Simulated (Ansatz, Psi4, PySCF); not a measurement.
C3H11Si3, doublet, at a GFN2-xTB geometry. Base run: B3LYP5/6-31G* in PySCF.

Geometry (Å):
```xyz
17

C      1.5969    -0.4039    -0.8745
Si     0.3817    -1.7933    -0.4132
C     -1.4074    -1.1461    -0.4288
Si    -1.6632     0.3917     0.6649
C     -0.4007     1.7148     0.1544
Si     1.4117     1.1513     0.2086
H      1.4581    -0.1239    -1.9193
H      2.6170    -0.7769    -0.7960
H      0.7204    -2.3800     0.8925
H     -1.7039    -0.9050    -1.4501
H     -2.0794    -1.9371    -0.0991
H     -1.4661     0.0285     2.0752
H     -3.0310     0.9100     0.4978
H     -0.6351     2.0585    -0.8534
H     -0.5191     2.5827     0.8014
H      1.7970     0.8346     1.5910
H      2.2874     2.2238    -0.2914
```
Charge 0, spin multiplicity 2.
Orbitals are unrestricted.
All else is at PySCF's defaults.

The same geometry, method and basis name were run in Ansatz (a program for electronic structure) and Psi4 and PySCF, at each program's defaults and at the settings that a row names. The base is PySCF at its defaults. Differences at the defaults can come from grids, fitting, cores and function types together.

```csv
code and settings,ΔE vs base (µEh),basis functions,E (Eh),SCF cycles,dipole (D)
"PySCF, defaults (exact integrals, its default grid, spherical functions)",0.0,118,-989.14051,10,1.06
"Psi4, defaults (density fitting with its default set, its default grid, Cartesian functions)",-7644,124,-989.14815,9,1.06
"Ansatz, defaults (factorised integrals, its default grid, Cartesian functions)",-7502,124,-989.14801,-,-
"PySCF, density fitting with def2-universal-jkfit",-108,118,-989.14062,10,1.06
"PySCF, fine grid",1.5,118,-989.14051,10,1.06
"Psi4, exact integrals, spherical functions, fine grid",1.0,118,-989.14051,12,1.06
"Ansatz, high accuracy, Cartesian functions as the basis file defines them",-7497,124,-989.14801,-,-
```

Open shells are given as the SCF converged; they aren't shown to be the lowest states, and a large step between rows can be another state.
